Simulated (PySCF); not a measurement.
## Potential energy of RbB along the bond

Set-up: basis Rb x2c-TZVPPall, B x2c-TZVPPall; spin-free X2C with a Gaussian nucleus; PySCF 2.14. Energies in eV from Rb + B in their ground configurations at the same level. State: ³Π (triplet), unpaired electrons σ ↑, π ↑.

All columns are LDA. A positive dipole means Rb(−)B(+).

```json
{"R (Å)": "2.552", "E (eV)": "-1.066", "μ (D)": "-5.72", "Mulliken charge on Rb (basis-dependent)": "0.51", "HOMO (eV)": "-2.80", "LUMO (eV)": "-2.78", "Mayer bond order": "0.88", "⟨S²⟩": "2.00"}
{"R (Å)": "2.670", "E (eV)": "-1.194", "μ (D)": "-6.09", "Mulliken charge on Rb (basis-dependent)": "0.50", "HOMO (eV)": "-2.77", "LUMO (eV)": "-2.68", "Mayer bond order": "0.86", "⟨S²⟩": "2.00"}
{"R (Å)": "2.789", "E (eV)": "-1.257", "μ (D)": "-6.40", "Mulliken charge on Rb (basis-dependent)": "0.47", "HOMO (eV)": "-2.69", "LUMO (eV)": "-2.60", "Mayer bond order": "0.87", "⟨S²⟩": "2.00"}
{"R (Å)": "2.878", "E (eV)": "-1.274", "μ (D)": "-6.60", "Mulliken charge on Rb (basis-dependent)": "0.44", "HOMO (eV)": "-2.65", "LUMO (eV)": "-2.55", "Mayer bond order": "0.87", "⟨S²⟩": "2.00"}
{"R (Å)": "2.967", "E (eV)": "-1.271", "μ (D)": "-6.77", "Mulliken charge on Rb (basis-dependent)": "0.41", "HOMO (eV)": "-2.61", "LUMO (eV)": "-2.51", "Mayer bond order": "0.88", "⟨S²⟩": "2.00"}
{"R (Å)": "3.056", "E (eV)": "-1.254", "μ (D)": "-6.92", "Mulliken charge on Rb (basis-dependent)": "0.38", "HOMO (eV)": "-2.58", "LUMO (eV)": "-2.48", "Mayer bond order": "0.89", "⟨S²⟩": "2.00"}
{"R (Å)": "3.175", "E (eV)": "-1.215", "μ (D)": "-7.08", "Mulliken charge on Rb (basis-dependent)": "0.35", "HOMO (eV)": "-2.55", "LUMO (eV)": "-2.44", "Mayer bond order": "0.88", "⟨S²⟩": "2.00"}
{"R (Å)": "3.323", "E (eV)": "-1.150", "μ (D)": "-7.24", "Mulliken charge on Rb (basis-dependent)": "0.32", "HOMO (eV)": "-2.52", "LUMO (eV)": "-2.41", "Mayer bond order": "0.86", "⟨S²⟩": "2.00"}
{"R (Å)": "3.501", "E (eV)": "-1.060", "μ (D)": "-7.38", "Mulliken charge on Rb (basis-dependent)": "0.30", "HOMO (eV)": "-2.50", "LUMO (eV)": "-2.39", "Mayer bond order": "0.82", "⟨S²⟩": "2.00"}
{"R (Å)": "3.738", "E (eV)": "-0.935", "μ (D)": "-7.48", "Mulliken charge on Rb (basis-dependent)": "0.30", "HOMO (eV)": "-2.49", "LUMO (eV)": "-2.37", "Mayer bond order": "0.76", "⟨S²⟩": "2.00"}
```

A fit through these points gives, at Re = 2.908 Å, μ = -6.66 D and dμ/dR = -1.98 D/Å; the reduced mass is 9.746 u.

Problem. How strong is the fundamental in the double-harmonic approximation, I = 42.26·(dμ/dR)²/μred km/mol?

Solution. I = 42.26·(-1.98)²/9.746 = 17.0 km/mol at LDA.

Spin–orbit coupling is left out. The state was picked by a PBE0 search and need not be the measured ground state.
